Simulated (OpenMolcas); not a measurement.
C⁺: the spin-orbit constant, worked from levels

| Item | Value |
| --- | --- |
| Program | OpenMolcas |
| Basis | ANO-RCC-VQZP [5s4p3d2f1g] |
| Scalar Hamiltonian | DKH2, point nucleus |
| Active space | 3 electrons in 8 orbitals (2s 2p 3s 3p) |
| State averaging | 2S+1 = 4 odd, 1 root; 2S+1 = 2 odd, 11 roots; 2S+1 = 4 even, 3 roots; 2S+1 = 2 even, 9 roots |
| Spin-orbit coupling | RASSI with atomic mean-field integrals over the reference wave functions, term energies averaged over their components |

Methods: CASSCF; MS-CASPT2, IPEA 0.25 Eh, imaginary shift 0.1 Eh (closed shells correlated: 1s). Measured levels: NIST Handbook of Basic Atomic Spectroscopic Data.

**The spin-orbit constant.** For the Hund term 2P* of p1, E(J) = (A/2) J(J+1) + constant and ζ = 2S·A = A. From J = 1/2 to J = 3/2 the energy changes by 1.5 A.

```csv
Source,E(3/2) - E(1/2),A,ζ
CASSCF,59.2,39.5,39
MS-CASPT2,59.9,39.9,40
measured,63.4,42.3,42
```

All in cm-1. MS-CASPT2 is off by -5.5 % and CASSCF by -6.6 %. Both methods take the spin-orbit matrix elements from the reference wave functions, so the second can move ζ only through the term energies and any multistate remixing.

The run also gave levels led by 2s2 3p, which use shells meant for correlation; these and all levels above them are left out. Without dynamic correlation excited terms often stand tens of per cent too high (terms of higher spin than the ground term too low), and those without a measured partner can miss by more than the paired ones (holds for CASSCF). Measured partners are found by configuration, term and J. A level has none where our copy of the source lacks it or the pairing is in doubt (some pairs that miss far off the trend of their configuration count as doubtful), and it then counts in no deviation. Only configurations of the active space appear.

* marks odd parity.
